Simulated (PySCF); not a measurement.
Species: C₇H₅NO.
Z-matrix (Å and degrees, GFN2-xTB geometry), rows numbered from 1:
```
C 
C   1  1.3801
C   2  1.3941  1  116.53
C   3  1.4278  2  136.62  1   179.82
C   4  1.3544  3  105.67  2  -179.87
O   5  1.3507  4  112.84  3    -0.03
C   6  1.3529  5  106.23  4     0.02
C   7  1.3881  3  120.28  2    -0.02
N   8  1.3156  7  120.35  3     0.08
H   1  1.0815  2  120.77  3  -179.88
H   2  1.0784  1  121.80  3   179.96
H   4  1.0704  3  127.15  2     0.08
H   5  1.0732  4  130.87  3   179.92
H   8  1.0806  7  122.48  3  -179.96
```

The closed-shell ground state was solved at several levels (PySCF, density fitting, gas phase, non-relativistic).

```tsv
level	basis functions	total energy (Eh)	HOMO (eV)	LUMO (eV)	gap (eV)	dipole (D)
CAM-B3LYP/def2-SVPD	223	-399.2369	-8.35	-0.13	8.22	3.07
B3LYP/pcJ-1	293	-399.7156	-6.92	-1.29	5.63	3.06
```

(1) Estimate the row for PBE0/pcSseg-1, a basis of 178 functions; the other rows only guide the guess.

(2) Over all these levels, which gives the widest orbital gap and which the narrowest?

(3) How far do the dipole and the HOMO energy spread over the levels?

Results:

(1) Total energy -399.2041 Eh, HOMO -7.17 eV, LUMO -1.14 eV, gap 6.03 eV, dipole 3.07 D.

(2) CAM-B3LYP/def2-SVPD (range-separated hybrid) has the widest, 8.22 eV, and B3LYP/pcJ-1 (global hybrid, 20 % exact exchange) the narrowest, 5.63 eV. Functional and basis both differ between the two, so the spread mixes both effects.

(3) The dipole runs from 3.06 to 3.07 D (mean 3.07 D) and the HOMO from -8.35 to -6.92 eV.
